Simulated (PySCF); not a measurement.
Computed IR spectrum (relative IR intensity) of a molecule C₃H₁₀InN. The structure is a stationary point at PBE-D3(BJ)/def2-SVP. The def2 effective core potentials stand for the cores of In; spin–orbit coupling is left out. One conformer was computed; it need not be the lowest. Computed with PBE-D3(BJ)/def2-SVP in PySCF. Frequencies are harmonic and unscaled.

| ν (cm⁻¹) | relative intensity |
|---|---|
| 290 | 3.6 |
| 379 | 15 |
| 406 | 11 |
| 463 | 18 |
| 522 | 51 |
| 553 | 6.0 |
| 875 | 5.6 |
| 1005 | 29 |
| 1184 | 3.5 |
| 1205 | 30 |
| 1288 | 7.8 |
| 1317 | 5.5 |
| 1338 | 11 |
| 1385 | 11 |
| 1395 | 5.3 |
| 1401 | 2.9 |
| 1438 | 6.0 |
| 1745 | 22 |
| 1768 | 100 |
| 2879 | 24 |
| 2882 | 79 |
| 2931 | 18 |
| 2967 | 12 |
| 2990 | 5.3 |
| 3037 | 5.9 |
| 3058 | 12 |
| 3061 | 10 |

**Question.** Which molecule gave these data?
A. CC(C)[NH][InH2]
B. CC[N](C)[InH2]
C. [CH3][InH][N](C)C
D. C[NH][In]([CH3])[CH3]

**Answer.** B, CC[N](C)[InH2]
